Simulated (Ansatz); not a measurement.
Isolated molecules relaxed with PBE0-D4/def2-TZVP in Ansatz; ΔE leaves out vibrations. CCSD(T)/CBS adds triple-zeta CCSD(T) − MP2 to the extrapolated MP2 energy (def2 sets, frozen cores). Functionals use def2-TZVPP. HSE06 is defined as in plane-wave codes. def2 core potentials past Kr. For Cd, Ge outer-core shells are correlated without core-valence functions, which leaves a few kJ/mol of doubt a bond. Scalar relativity is left out up to krypton. One conformer a species, not always the lowest.

`[NH2][Cd][OH]` + `C[S][GeH3]` → `C[S][Cd][OH]` + `[NH2][GeH3]`  (redistribution)

Is it downhill or uphill in electronic energy at CCSD(T)/CBS, and by how much? (Estimate.)

Ansatz gave: Downhill: ΔE = -42.0 kJ/mol.

What do these levels give: r2SCAN-D4, r2SCANh-D4, r2SCAN0-D4, B2PLYP, BLYP, r2SCAN, PBE0, HSE06, CAM-B3LYP, HF/def2-SVP, HF/def2-TZVPP, HF/CBS(def2)? (An estimate is asked.)

Ansatz gave: r2SCAN-D4 -39.0, r2SCANh-D4 -41.0, r2SCAN0-D4 -43.9, B2PLYP -41.1, BLYP -37.1, r2SCAN -39.3, PBE0 -41.6, HSE06 -41.6, CAM-B3LYP -43.2, HF/def2-SVP -67.2, HF/def2-TZVPP -61.2, HF/CBS(def2) -61.0 kJ/mol.

Largest T1 diagnostic among the species: 0.016.

From BLYP to BHLYP (50 % exact exchange), in def2-TZVPP and without D4, ΔE moves by −12.0 kJ/mol. Leaving LDA and LC-ωPBE aside and taking each functional with its dispersion term where it has one, the values, not all of them listed here, spread over 14.0 kJ/mol, from BHLYP-D4 to revPBE-D4.
